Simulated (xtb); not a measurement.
xtb job for C2H3B, SMILES BC#C, GFN2-xTB. 

```
$ xtb mol.xyz --gfn 2 --ohess tight --chrg 0 --uhf 0 --json
$ cat mol.xyz
6

B     -0.97690000    -0.05090000    -0.59050000
C      0.25520000    -0.03110000     0.18940000
C      1.34470000     0.01850000     0.78210000
H      2.31180000     0.09940000     1.33400000
H     -1.73380000     0.86020000    -0.52430000
H     -1.21560000    -0.94490000    -1.22360000
```

Log of the run:

```
[banner left out]
          |                Calculation Setup                |
           -------------------------------------------------



           -------------------------------------------------
          |                 G F N 2 - x T B                 |
           -------------------------------------------------

        Reference                      10.1021/acs.jctc.8b01176
      * Hamiltonian:
        H0-scaling (s, p, d)           1.850000    2.230000    2.230000
        zeta-weighting                 0.500000
      * Dispersion:
        s8                             2.700000
        a1                             0.520000
        a2                             5.000000
        s9                             5.000000
      * Repulsion:
        kExp                           1.500000    1.000000
        rExp                           1.000000
      * Coulomb:
        alpha                          2.000000
        third order                    shell-resolved
        anisotropic                    true
        a3                             3.000000
        a5                             4.000000
        cn-shift                       1.200000
        cn-exp                         4.000000
        max-rad                        5.000000


          ...................................................
          :                      SETUP                      :
          :.................................................:
          :  # basis functions                  15          :
          :  # atomic orbitals                  15          :
          :  # shells                            9          :
          :  # electrons                        14          :
          :  max. iterations                   250          :
          :  Hamiltonian                  GFN2-xTB          :
          :  restarted?                      false          :
          :  GBSA solvation                  false          :
[...]
         :: SCC energy                -7.128578621992 Eh    ::
         :: -> isotropic ES            0.018814113156 Eh    ::
         :: -> anisotropic ES          0.002344794083 Eh    ::
         :: -> anisotropic XC          0.008788028007 Eh    ::
         :: -> dispersion             -0.001919731340 Eh    ::
         :: repulsion energy           0.173551467288 Eh    ::
         :: add. restraining           0.000000000000 Eh    ::
         :: total charge               0.000000000000 e     ::
         :::::::::::::::::::::::::::::::::::::::::::::::::::::

           -------------------------------------------------
          |                Numerical Hessian                |
           -------------------------------------------------
step length          :   0.00500
SCC accuracy         :   0.30000
Hessian scale factor :   1.00000
frozen atoms in %    :   0.00000    0
RMS gradient         :   0.00054
estimated CPU  time      0.00 min

writing file <hessian>.

 projected vibrational frequencies (cm⁻¹)
eigval :       -0.00    -0.00    -0.00    -0.00     0.00     0.00
eigval :      264.70   265.63   634.22   688.29   806.64   842.01
eigval :      947.08  1183.91  2188.49  2633.25  2668.14  3358.23
           -------------------------------------------------
          |                Property Printout                |
           -------------------------------------------------

    * Orbital Energies and Occupations

         #    Occupation            Energy/Eh            Energy/eV
      -------------------------------------------------------------
         1        2.0000           -0.6074464             -16.5295
         2        2.0000           -0.5329701             -14.5029
         3        2.0000           -0.4956090             -13.4862
         4        2.0000           -0.4499226             -12.2430
         5        2.0000           -0.4401227             -11.9763
         6        2.0000           -0.4297504             -11.6941
         7        2.0000           -0.4042015             -10.9989 (HOMO)
         8                         -0.2780556              -7.5663 (LUMO)
         9                         -0.1601079              -4.3568
        10                         -0.1091195              -2.9693
        11                          0.1123766               3.0579
        12                          0.3515688               9.5667
        13                          0.4002774              10.8921
        14                          0.4014415              10.9238
        15                          1.3629336              37.0873
      -------------------------------------------------------------
                  HL-Gap            0.1261459 Eh            3.4326 eV
             Fermi-level           -0.3411285 Eh           -9.2826 eV

     #   Z          covCN         q      C6AA      α(0)
     1   5 B        2.784     0.236    17.784     7.050
     2   6 C        1.886    -0.085    33.457     9.342
     3   6 C        1.909    -0.074    33.118     9.294
     4   1 H        0.928     0.074     2.041     2.234
     5   1 H        0.939    -0.076     4.773     3.416
     6   1 H        0.939    -0.076     4.775     3.416

 Mol. C6AA /au·bohr⁶  :        464.295419
 Mol. C8AA /au·bohr⁸  :      11837.032518
 Mol. α(0) /au        :         34.752460


Wiberg/Mayer (AO) data.
largest (>0.10) Wiberg bond orders for each atom

 ---------------------------------------------------------------------------
     #   Z sym  total        # sym  WBO       # sym  WBO       # sym  WBO
 ---------------------------------------------------------------------------
     1   5 B    3.178 --     2 C    1.109     5 H    0.967     6 H    0.967
                             3 C    0.119
     2   6 C    3.949 --     3 C    2.823     1 B    1.109
     3   6 C    3.957 --     2 C    2.823     4 H    0.969     1 B    0.119
     4   1 H    0.995 --     3 C    0.969
     5   1 H    0.994 --     1 B    0.967
     6   1 H    0.994 --     1 B    0.967
 ---------------------------------------------------------------------------

Topologies differ in total number of bonds
Writing topology from bond orders to xtbtopo.mol

molecular dipole:
                 x           y           z       tot (Debye)
 q only:        0.063       0.003       0.036
   full:        0.191       0.007       0.112       0.562
molecular quadrupole (traceless):
                xx          xy          yy          xz          yz          zz
 q only:        0.622       0.246      -0.635       0.509      -0.296       0.014
  q+dip:        3.032       0.054      -2.261       3.210       0.428      -0.772
   full:        1.285       0.652      -1.417       0.959      -0.845       0.133

           -------------------------------------------------
          |                Geometry Summary                 |
           -------------------------------------------------

      molecular mass/u    :       37.8563221
   center of mass at/Å    :        0.2261705      -0.0018615       0.1340028
  moments of inertia/u·Å² :        0.2091893E+01   0.5517830E+02   0.5726772E+02
rotational constants/cm⁻¹ :        0.8058553E+01   0.3055120E+00   0.2943654E+00

 * 4 selected distances

     #   Z          #   Z                                           value/Å
     1   5 B        2   6 C                                       1.4966796 (max)
     2   6 C        3   6 C                                       1.2070766
     1   5 B        5   1 H                                       1.1697318 (min)
     1   5 B        6   1 H                                       1.1698620

 * 3 distinct bonds (by element types)

   Z      Z             #   av. dist./Å        max./Å        min./Å
   1 H    5 B           2     1.1697969     1.1698620     1.1697318
   5 B    6 C           1     1.4966796     1.4966796     1.4966796
   6 C    6 C           1     1.2070766     1.2070766     1.2070766

           -------------------------------------------------
          |               Frequency Printout                |
           -------------------------------------------------
 projected vibrational frequencies (cm⁻¹)
eigval :       -0.00    -0.00    -0.00    -0.00     0.00     0.00
eigval :      264.70   265.63   634.22   688.29   806.64   842.01
eigval :      947.08  1183.91  2188.49  2633.25  2668.14  3358.23
 reduced masses (amu)
   1:  8.51   2: 10.44   3: 10.58   4:  8.33   5:  9.72   6:  3.24   7:  9.14   8:  9.84
   9:  2.96  10:  3.43  11:  3.93  12:  4.24  13:  7.68  14:  4.42  15: 11.07  16:  1.42
  17:  2.14  18:  2.47
 IR intensities (km·mol⁻¹)
   1:  0.15   2:  0.09   3:  0.09   4:  0.02   5:  0.08   6:  0.04   7:  0.16   8:  1.60
   9: 18.34  10:  0.07  11:190.14  12: 19.16  13:  1.78  14: 57.81  15: 32.88  16: 99.94
  17:122.68  18:  0.06
 Raman intensities (Ä⁴*amu⁻¹)
   1:  0.00   2:  0.00   3:  0.00   4:  0.00   5:  0.00   6:  0.00   7:  0.00   8:  0.00
   9:  0.00  10:  0.00  11:  0.00  12:  0.00  13:  0.00  14:  0.00  15:  0.00  16:  0.00
  17:  0.00  18:  0.00
 output can be read by thermo (or use thermo option).
 writing <g98.out> molden fake output.
 recommended (thermochemical) frequency scaling factor: 1.0
           -------------------------------------------------
Molecule has the following symmetry elements: (C2) 2*(sigma)
It seems to be the C2v point group
Note: The following floating-point exceptions are signalling: IEEE_UNDERFLOW_FLAG IEEE_DENORMAL
normal termination of xtb
          |             Thermodynamic Functions             |
           -------------------------------------------------

c2v symmetry found (for desy threshold:  0.10E+00) used in thermo

          ...................................................
          :                      SETUP                      :
          :.................................................:
          :  # frequencies                          12      :
          :  # imaginary freq.                       0      :
          :  linear?                             false      :
          :  only rotor calc.                    false      :
          :  symmetry                              c2v      :
          :  rotational number                       2      :
          :  scaling factor                  1.0000000      :
          :  rotor cutoff                   50.0000000 cm⁻¹ :
          :  imag. cutoff                  -20.0000000 cm⁻¹ :
          :.................................................:

    mode    ω/cm⁻¹     T·S(HO)/kcal·mol⁻¹    T·S(FR)/kcal·mol⁻¹   T·S(vib)
   ------------------------------------------------------------------------
       1    264.70    -0.48615 ( 99.87%)    -0.56234 (  0.13%)    -0.48624
       2    265.63    -0.48435 ( 99.87%)    -0.56132 (  0.13%)    -0.48444
   ------------------------------------------------------------------------

   temp. (K)  partition function   enthalpy   heat capacity  entropy
                                   cal/mol     cal/K/mol   cal/K/mol   J/K/mol
 298.15  VIB   2.20                  877.026      7.170      4.509
         ROT  0.311E+04              888.752      2.981     18.960
         INT  0.683E+04             1765.778     10.151     23.469
         TR   0.225E+27             1481.254      4.968     36.806
         TOT                        3247.0321    15.1191    60.2750   252.1906

       T/K    H(0)-H(T)+PV         H(T)/Eh          T*S/Eh         G(T)/Eh
   ------------------------------------------------------------------------
    298.15    0.517447E-02    0.427200E-01    0.286386E-01    0.140814E-01
   ------------------------------------------------------------------------

         :::::::::::::::::::::::::::::::::::::::::::::::::::::
         ::                  THERMODYNAMIC                  ::
         :::::::::::::::::::::::::::::::::::::::::::::::::::::
         :: total free energy          -6.940945750975 Eh   ::
         ::.................................................::
         :: total energy               -6.955027154704 Eh   ::
         :: zero point energy           0.037545522907 Eh   ::
         :: G(RRHO) w/o ZPVE           -0.023464119178 Eh   ::
         :: G(RRHO) contrib.            0.014081403729 Eh   ::
         :::::::::::::::::::::::::::::::::::::::::::::::::::::

optimized geometry written to: xtbopt.xyz


           -------------------------------------------------
          | TOTAL ENERGY               -6.955027154704 Eh   |
          | TOTAL ENTHALPY             -6.912307156819 Eh   |
          | TOTAL FREE ENERGY          -6.940945750975 Eh   |
          | GRADIENT NORM               0.000542054237 Eh/α |
          | HOMO-LUMO GAP               3.432606010437 eV   |
           -------------------------------------------------

------------------------------------------------------------------------
------------------------------------------------------------------------
 total:
 SCF:
 ANC optimizer:
 analytical hessian:
```

The calculation finished and met its thresholds.
